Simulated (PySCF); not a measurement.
An unknown gives this computed stick spectrum. Method used: TDDFT wB97X-D/def2-SVPD, vertical, gas phase, core orbitals frozen in the response (PySCF 2.14.0, density-fitted response routines). Geometries: GFN2-xTB, one conformer each.

```tsv
state	ν̃ (cm⁻¹)	f	main configurations (H = HOMO, L = LUMO)
S1	30100	0.159	H→L (96%)
S2	37080	0.0001	H-1→L (93%)
S3	45010	0.0002	H→L+1 (85%)
S4	48810	0.0011	H-3→L (87%)
S5	48930	0.043	H-2→L (82%)
S6	49000	0.0001	H→L+3 (63%), H→L+1 (10%)
S7	50830	0.0037	H→L+2 (80%)
S8	51070	0.029	H→L+4 (72%), H-4→L (10%)
```

Triplets computed (Tamm–Dancoff): 2.16, 4.32, 4.36 eV.

Question: Which structure fits? All have the formula C6H5FSi.
A. `C#C[C@@H]1[C@@H](F)[Si@H]1C#C`
B. `C#C/C=C(/F)[SiH2]C#C`
C. `C#C[C@@H]1[C@@H](F)[Si@@H]1C#C`
D. `C#CC1=CC=C(F)[SiH2]1`
E. `C#CC1=C(F)[SiH2]C=C1`

Answer: D. Its S1, at 3.73 eV, is the lowest among the candidates; the nearest of the others has S1 at 4.03 eV. S1 is HOMO→LUMO (96%). Löwdin shares by element: HOMO carbon 64% or more (atoms not listed hold the other 36%); LUMO carbon 65% or more (atoms not listed hold the other 35%). At the same level the other candidates give, for their lowest levels:
- `C#C[C@@H]1[C@@H](F)[Si@@H]1C#C`: 5.45 eV (f 0.030); 5.49 eV (f 0.161); 5.76 eV (f 0.016); 6.11 eV (f 0.009); 6.26 eV (f 0.018); T1 4.31 eV; HOMO -8.70, LUMO 0.69 eV
- `C#C/C=C(/F)[SiH2]C#C`: 5.35 eV (f 0.254); 5.48 eV (f 0.009); 5.94 eV (f 0.001); 6.09 eV (f 0.000); 6.31 eV (f 0.003); T1 3.33 eV; HOMO -8.95, LUMO 0.34 eV
- `C#C[C@@H]1[C@@H](F)[Si@H]1C#C`: 5.47 eV (f 0.217); 5.53 eV (f 0.046); 5.77 eV (f 0.010); 6.01 eV (f 0.005); 6.23 eV (f 0.005); T1 4.29 eV; HOMO -8.68, LUMO 0.66 eV
- `C#CC1=C(F)[SiH2]C=C1`: 4.03 eV (f 0.042); 5.14 eV (f 0.000); 5.84 eV (f 0.001); 5.85 eV (f 0.180); 5.87 eV (f 0.001); T1 2.40 eV; HOMO -8.37, LUMO -0.25 eV
